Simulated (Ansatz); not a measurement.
C2H6FISi can be A, `CC[SiH](F)I`, or B, `FC[SiH2]CI`.

Calculated with Ansatz (gas phase, PBE0-D4/def2-TZVP geometries, no zero-point term in ΔE). CBS: MP2 limit from def2 TZ/QZ plus the TZ coupled-cluster correction, frozen cores. DFT in def2-TZVPP. B3LYP here is the variant with VWN-RPA as its local correlation; programs differ in this. def2 core potentials past Kr. For I outer-core shells are correlated without core-valence functions, which leaves a few kJ/mol of doubt a bond. Each species was taken in one conformer, which may not be the lowest.

A:

```xyz
11

C    -0.460    1.132   -0.749
C    -0.184   -0.364   -0.635
Si    0.389   -0.933    1.034
F    -0.719   -0.575    2.128
I     2.450    0.199    1.678
H    -1.226    1.450   -0.039
H    -0.808    1.390   -1.752
H     0.440    1.717   -0.548
H     0.574   -0.680   -1.362
H    -1.086   -0.945   -0.863
H     0.632   -2.391    1.109
```

B:

Z-matrix (Å, degrees):
```
C
Si 1 1.891
F 1 1.394 2 109.2
H 1 1.094 2 111.5 3 119.4
H 1 1.095 2 111.6 3 -119.6
C 2 1.874 1 109.7 3 -57.7
H 2 1.489 1 109.1 3 61.3
H 2 1.486 1 109.2 3 -178.7
I 6 2.141 2 110.3 1 -64.0
H 6 1.089 2 113.0 1 177.5
H 6 1.089 2 111.9 1 53.8
```

(1) Which isomer does CCSD(T)/CBS put lower? Give the gap. (Estimate.)

(2) Give E(B) − E(A) in kcal/mol with B3LYP-D4, B2PLYP, PBE-D4, r2SCAN-D4, PBE0-D4, MP2/def2-TZVPP, CCSD/def2-TZVPP. (Best estimate.)

Largest T1 diagnostic: 0.010.

Results:

(1) The calculation gave: A, by 81.2 kcal/mol.

(2) The calculation gave: B3LYP-D4 78.9, B2PLYP 80.6, PBE-D4 77.3, r2SCAN-D4 81.4, PBE0-D4 80.1, MP2/def2-TZVPP 83.6, CCSD/def2-TZVPP 80.5. None reverses the order clearly.

From PBE to PBE0 (25 % exact exchange), in def2-TZVPP and without D4, E(B) − E(A) moves by +2.8 kcal/mol.
